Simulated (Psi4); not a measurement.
trisilylphosphine (H9PSi3), singlet, at a GFN2-xTB geometry, with bond 7-1 at 1.6 times its length; HF/aug-cc-pVDZ in Psi4.

The Psi4 input:
```
memory 2 GB

molecule mol {
0 1
  Si   -0.731504    1.823058   -0.407917
  P     0.188212   -0.173504   -0.737277
  Si    1.864737   -0.162405    0.722091
  Si   -1.275283   -1.529703    0.242275
  H     0.236601    2.814525   -0.869990
  H    -1.054774    2.071249    1.000379
  H    -2.689262    1.882428   -1.683085
  H     2.822957    0.836621    0.255715
  H     2.443405   -1.503574    0.709543
  H     1.428875    0.171890    2.081382
  H    -0.684659   -2.865665    0.231555
  H    -2.496811   -1.479831   -0.557180
  H    -1.574971   -1.136111    1.622375
}

set basis aug-cc-pvdz
set reference rhf
set d_convergence 1e-4

energy('scf')
print_variables()
```

Q: Write the output that Psi4 gives for this input, abridged.

A: 
```
   => Loading Basis Set <=

    Name: AUG-CC-PVDZ
    Role: ORBITAL
    Keyword: BASIS

         ---------------------------------------------------------
                                   SCF
               by Justin Turney, Rob Parrish, Andy Simmonett
                          and Daniel G. A. Smith
                              RHF Reference
         ---------------------------------------------------------

  ==> Geometry <==

    Molecular point group: c1
    Full point group: C1

    Geometry (in Angstrom), charge = 0, multiplicity = 1:

       Center              X                  Y                   Z               Mass
    ------------   -----------------  -----------------  -----------------  -----------------
         SI          -0.733718944155     1.830420513026    -0.371974435361    27.976926534650
         P            0.185997055845    -0.166141486974    -0.701334435361    30.973761998420
         SI           1.862522055845    -0.155042486974     0.758033564639    27.976926534650
         SI          -1.277497944155    -1.522340486974     0.278217564639    27.976926534650
         H            0.234386055845     2.821887513026    -0.834047435361     1.007825032230
         H           -1.056988944155     2.078611513026     1.036321564639     1.007825032230
         H           -2.691476944155     1.889790513026    -1.647142435361     1.007825032230
         H            2.820742055845     0.843983513026     0.291657564639     1.007825032230
         H            2.441190055845    -1.496211486974     0.745485564639     1.007825032230
         H            1.426660055845     0.179252513026     2.117324564639     1.007825032230
         H           -0.686873944155    -2.858302486974     0.267497564639     1.007825032230
         H           -2.499025944155    -1.472468486974    -0.521237435361     1.007825032230
         H           -1.577185944155    -1.128748486974     1.658317564639     1.007825032230

  Running in c1 symmetry.

  Rotational constants: A =      0.07346  B =      0.07173  C =      0.04186 [cm^-1]
  Rotational constants: A =   2202.37576  B =   2150.51555  C =   1254.81752 [MHz]
  Nuclear repulsion =  344.703961322870441

  Charge       = 0
  Multiplicity = 1
  Electrons    = 66
  Nalpha       = 33
  Nbeta        = 33

  ==> Algorithm <==

  SCF Algorithm Type is DF.
  DIIS enabled.
  MOM disabled.
  Fractional occupation disabled.
  Guess Type is SAD.
  Energy threshold   = 1.00e-06
  Density threshold  = 1.00e-04
  Integral threshold = 1.00e-12

  ==> Primary Basis <==

  Basis Set: AUG-CC-PVDZ
    Blend: AUG-CC-PVDZ
    Number of shells: 89
    Number of basis functions: 189
    Number of Cartesian functions: 197
    Spherical Harmonics?: true
    Max angular momentum: 2

   => Loading Basis Set <=

    Name: (AUG-CC-PVDZ AUX)
    Role: JKFIT
    Keyword: DF_BASIS_SCF

  ==> Integral Setup <==

  SCF_SUBTYPE=INCORE selected. In-core MEM_DF algorithm will be used.
  Using in-core AOs.

  ==> MemDFJK: Density-Fitted J/K Matrices <==

    J tasked:                   Yes
    K tasked:                   Yes
    wK tasked:                   No
    Algorithm:                 Core
    Schwarz Cutoff:           1E-12
    Mask sparsity (%):       0.9406
    Fitting Condition:        1E-10

   => Auxiliary Basis Set <=

  Basis Set: (AUG-CC-PVDZ AUX)
    Blend: AUG-CC-PVDZ-JKFIT
    Number of shells: 268
    Number of basis functions: 800
    Number of Cartesian functions: 915
    Spherical Harmonics?: true
    Max angular momentum: 3

  Minimum eigenvalue in the overlap matrix is 1.3778608692E-04.
  Reciprocal condition number of the overlap matrix is 1.1422869449E-05.
    Using symmetric orthogonalization.

  ==> Pre-Iterations <==

  SCF Guess: Superposition of Atomic Densities via on-the-fly atomic UHF (no occupation information).

   -------------------------
    Irrep   Nso     Nmo
   -------------------------
     A        189     189
   -------------------------
    Total     189     189
   -------------------------

  ==> Iterations <==

                           Total Energy        Delta E     RMS |[F,P]|

   @DF-RHF iter SAD: -1212.05199127708488   -1.21205e+03   0.00000e+00
   @DF-RHF iter   1: -1212.59879204729350   -5.46801e-01   1.27399e-03 DIIS/ADIIS
   @DF-RHF iter   2: -1212.67856490605777   -7.97729e-02   4.65476e-04 DIIS/ADIIS
   @DF-RHF iter   3: -1212.68830406453321   -9.73916e-03   1.74780e-04 DIIS/ADIIS
   @DF-RHF iter   4: -1212.68997531006312   -1.67125e-03   2.64366e-05 DIIS
   @DF-RHF iter   5: -1212.69002760403123   -5.22940e-05   8.68858e-06 DIIS
   @DF-RHF iter   6: -1212.69003442277699   -6.81875e-06   2.78213e-06 DIIS
   @DF-RHF iter   7: -1212.69003508568517   -6.62908e-07   8.50640e-07 DIIS
  Energy and wave function converged.

  ==> Post-Iterations <==

    Orbital Energies [Eh]
    ---------------------

    Doubly Occupied:

[...]
    Virtual:

[...]
    Final Occupation by Irrep:
              A
    DOCC [    33 ]
    NA   [    33 ]
    NB   [    33 ]

  @DF-RHF Final Energy: -1212.69003508568517

   => Energetics <=

    Nuclear Repulsion Energy =            344.7039613228704411
    One-Electron Energy =               -2366.7971568228254000
    Two-Electron Energy =                 809.4031604142699052
    Total Energy =                      -1212.6900350856851674

Computation Completed

Properties will be evaluated at   0.000000,   0.000000,   0.000000 [a0]

Properties computed using the SCF density matrix

 Multipole Moments:

 ------------------------------------------------------------------------------------
     Multipole            Electronic (a.u.)      Nuclear  (a.u.)        Total (a.u.)
 ------------------------------------------------------------------------------------

 L = 1.  Multiply by 2.5417464519 to convert [e a0] to [Debye]
 Dipole X            :          2.2137309           -1.6636115            0.5501193
 Dipole Y            :         -1.1032905            0.9603548           -0.1429357
 Dipole Z            :         -2.9012679            3.5792060            0.6779381
 Magnitude           :                                                    0.8846818

 ------------------------------------------------------------------------------------

  Variable Map:
  ----------------------------------------------------------------------------
[...]
  Array Variable Map:
  ----------------------------------------------------------------------------
[...]
[...]
```
